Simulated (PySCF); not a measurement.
**Question.** What does the GFN2-xTB structure of InChI=1S/C2H7FSi2/c3-5-1-4-2-5/h5H,1-2,4H2 look like in three dimensions?

**Answer.** 
```xyz
12
C2H7FSi2 angstrom
F      1.5779   -0.6883    1.8543
Si     1.1819   -0.5946    0.2861
C     -0.6116   -1.1857    0.0119
Si    -1.2165    0.6130   -0.3017
C      0.6187    1.1726   -0.1626
H      2.3018   -1.2329   -0.3823
H     -0.7421   -1.8508   -0.8375
H     -1.0608   -1.6835    0.8673
H     -2.0866    1.1434    0.7486
H     -1.8170    0.8298   -1.6200
H      0.8194    1.9207    0.5998
H      1.0359    1.5556   -1.0898
```

Any rigid rotation of these coordinates is as good. Atoms count from 1 in this order. Si4 (SiH2 silicon) has angles from 87.7° to 114.5°. The 4-membered ring Si2–C3–Si4–C5 has internal angles of 87.7° to 91.7° (sum 360°, against 360° for a flat polygon); it is slightly puckered (a soft mode that the optimisation may not have finished), 0.04 Å rms from its mean plane, widest ring torsion 4°. Si2 (fluorine-bound silicon) has angles from 88.6° to 121.8°.

Bonds between heavy atoms (Å): F1–Si2 1.620, Si2–C3 1.908, C3–Si4 1.923, Si4–C5 1.924, Si2–C5 1.908.

Computed geometry: GFN2-xTB, gas phase.

Point group: Cs (tolerance 0.08 Å). No GFN2-xTB frequencies stand behind this structure, so it isn't proved a minimum.
